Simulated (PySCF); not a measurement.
## Correlation energy of Xe⁴⁵⁺ (xenon, charge +45)

Starting occupation: [He] 2s2 2p5, 2p1/2 with m_j = -1/2, +1/2, 2p3/2 with m_j = -1/2, +1/2, +3/2. All numbers are calculated (PySCF 2.14, X2C-1e with screened-nucleus spin-orbit coupling, Gaussian nucleus, in an even-tempered Gaussian basis (17 s from 24 bohr⁻², ratio 2.4; 13 p from 31 bohr⁻², ratio 2.4; 5 d from 110 bohr⁻², ratio 2.6; 4 f from 170 bohr⁻², ratio 2.6)). Frozen: nothing; 9 electrons correlated; the 32 highest virtual spinors left out.

MP2 pair energies summed by pair of shells (mhartree):

```tsv
pair	energy	share (%)
2p1/2-2p3/2	-78.53	22.3
2p3/2-2s1/2	-55.13	15.7
2p3/2-2p3/2	-49.45	14.1
1s1/2-1s1/2	-46.28	13.1
2p1/2-2s1/2	-32.67	9.3
2p1/2-2p1/2	-23.79	6.8
1s1/2-2p3/2	-23.04	6.5
1s1/2-2p1/2	-17.63	5.0
2s1/2-2s1/2	-12.99	3.7
1s1/2-2s1/2	-12.45	3.5
```

Total MP2 correlation energy: -351.97 mhartree.

At this charge the one-electron X2C treatment keeps the bare 1/r₁₂, with no two-electron picture change or Breit term. That inflates the 1s pair energies well beyond their four-component values.
